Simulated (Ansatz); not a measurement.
I3In, SMILES `[I][In]([I])[I]`. Total charge 0; spin multiplicity 1. I, In takes the def2 core potential.

Task: List the harmonic frequencies (cm⁻¹, unscaled) at PBE0-D4/def2-TZVP in Ansatz. (An estimate is asked.)

Result: The calculation gave: 46, 46, 65, 150, 231, 231.

Task: Is this a minimum?

Result: Yes, all 6 modes are real.

Task: Give the ideal-gas thermochemistry at 298.15 K and 1 bar (rigid rotor, harmonic oscillator; point group D3h, symmetry number 6).

Result: Zero-point energy 4.6 kJ/mol; H(298) − E = 25.4 kJ/mol; entropy 398.9 J/(mol·K), of which translation 186.2, rotation 126.2, vibration 86.4; G(298) − E = -93.5 kJ/mol. Modes under 100 cm⁻¹ are hindered rotations or soft bends, so the harmonic entropy is rough.

Task: And at 400, 500, 600, 800 and 1000 K?

Result: 
```csv
T (K),H − E (kJ/mol),S (J/mol/K),G − E (kJ/mol)
400,33.7,422.8,-135.4
500,42.0,441.2,-178.6
600,50.2,456.2,-223.5
800,66.8,480.0,-317.2
1000,83.3,498.5,-415.1
```
